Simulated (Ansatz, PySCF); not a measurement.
Noncovalent pair: PH3 (SMILES P) (first 4 atoms) with AsH3 (SMILES [AsH3]); geometry from B3LYP-D3(BJ)/def2-TZVP, rigid monomers moved along the line of their centres of mass till P1···As5 is 4.19 Å.
(charge 0, multiplicity 1):
```xyz
8

P     -0.024     0.122    -0.475
H      1.388    -0.002    -0.460
H     -0.238    -1.264    -0.273
H     -0.111     0.025    -1.888
As     0.244     0.433     3.692
H      0.342     0.559     5.211
H     -1.266     0.633     3.709
H      0.501     1.920     3.487
```

Counterpoise-corrected where a basis set is named; no monomer relaxation.

Correlated levels freeze the cores. Filled d and f shells under p-block atoms count as core. CBS(a, b) extrapolates the correlation energy as X⁻³ and adds the Hartree–Fock energy of set b.

Codes used: Ansatz (a program for electronic structure) with Gaussian orbitals; PySCF for the dispersion terms. 

PBE/def2-TZVPPD gives -25.9 meV for the interaction energy.

Question: How do the other levels lie against it? Give each less PBE: PBE-D3(BJ)/def2-TZVPPD, r2SCAN/def2-TZVPPD, B3LYP/def2-TZVPPD, wB97M-V/def2-TZVPPD, MP2/CBS(def2-SVPD, def2-TZVPPD), CCSD(T)/CBS(def2-SVPD, def2-TZVPPD).

Answer: PBE-D3(BJ)/def2-TZVPPD -29.3; r2SCAN/def2-TZVPPD -3.2; B3LYP/def2-TZVPPD 23.8; wB97M-V/def2-TZVPPD -15.6; MP2/CBS(def2-SVPD, def2-TZVPPD) -18.1; CCSD(T)/CBS(def2-SVPD, def2-TZVPPD) -12.5 meV. 1 of 6 lie above PBE; the widest gap is to PBE-D3(BJ)/def2-TZVPPD.
